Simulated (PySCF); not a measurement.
**WCl₃: from structure and modes to constants**

Level of theory: UPBE0 in PySCF with W def2-SVP with ECP60, Cl def2-SVP; scalar-relativistic core potentials, no spin–orbit coupling; density-fitted integrals.

The quartet minimum has D3h symmetry. Masses (u): W 183.95093, Cl 34.96885.

```xyz
4
charge 0 multiplicity 4, angstrom
W     0.0000    0.0000    0.0000
Cl    2.2685    0.0000    0.0000
Cl   -1.1343    1.9646    0.0000
Cl   -1.1343   -1.9646    0.0000
```

Harmonic wavenumbers (cm⁻¹): 80.9 (a2'', ×1), 96.1 (e', ×2), 395.1 (a1', ×1), 417.2 (e', ×2).

(1) Find the principal moments of inertia and the rotational constants. What kind of rotor is it?

(2) What is the harmonic zero-point energy?

(3) Find the vibrational entropy and heat capacity at 298.15 K.

Results:

(1) About the centre of mass I = 269.94, 269.94, 539.88 u Å². With B = 16.8576/I this gives 0.06245, 0.06245, 0.03122 cm⁻¹. The molecule is an oblate symmetric top.

(2) Half the sum of all 6 wavenumbers, 1503/2 = 751 cm⁻¹, which is 9.0 kJ/mol (1 cm⁻¹ = 0.0119627 kJ/mol).

(3) With u = 1.43878 ω/T, each mode gives S = R[u/(eᵘ−1) − ln(1−e⁻ᵘ)] and C = R u² eᵘ/(eᵘ−1)².
```csv
ω (cm⁻¹),u,S (J/(mol K)),C (J/(mol K))
80.9,0.391,16.18,8.21
96.1 (×2),0.464,14.77,8.17
395.1,1.907,4.10,6.20
417.2 (×2),2.013,3.77,5.99
```
The sums over all modes are S = 57.4 and C = 42.7 J/(mol K); the softest mode gives 28 % of the entropy (each member, where degenerate).

This need not be the most stable arrangement of these atoms. Open d and f shells are described by one determinant, and the ground state may have another occupation or spin. No spin–orbit coupling is included, which matters more the heavier the element.
